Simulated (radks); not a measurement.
Question: The mean radii <r> (bohr) of the occupied orbitals of an atom or ion are listed with their occupations. All-electron calculation, scalar-relativistic Kohn-Sham, exchange-only LDA, spin-polarised, spherical densities, point nucleus. Program: a radial shooting solver on a logarithmic mesh with Libxc functionals.

orbital  occ.      <r>
1s up       1  0.02908
1s down     1  0.02908
2s up       1   0.1256
2s down     1   0.1256
2p up       3   0.1096
2p down     3   0.1096
3s up       1   0.3399
3s down     1   0.3399
3p up       3   0.3381
3p down     3   0.3380
3d up       5   0.3148
3d down     5   0.3147
4s up       1   0.8120
4s down     1   0.8124
4p up       3   0.8741
4p down     2   0.8746
4d up       5    1.042
4d down     5    1.041
5p up       1    2.261

Name the element and its charge. Open shells, if any, are filled with parallel spins first.

Answer: Z = 50, tin, charge +4: Sn4+ in [Ar] 3d10 4s2 4p5 4d10 5p1. The 1s radius gives Z: for a bare nucleus <r> = (2 gamma + 1)/(2Z) with gamma = sqrt(1 - (Z/c)^2), 0.02862 bohr for Z = 50, and screening makes it slightly larger (0.02908 here). The occupations add up to 46, and the charge is Z minus that.
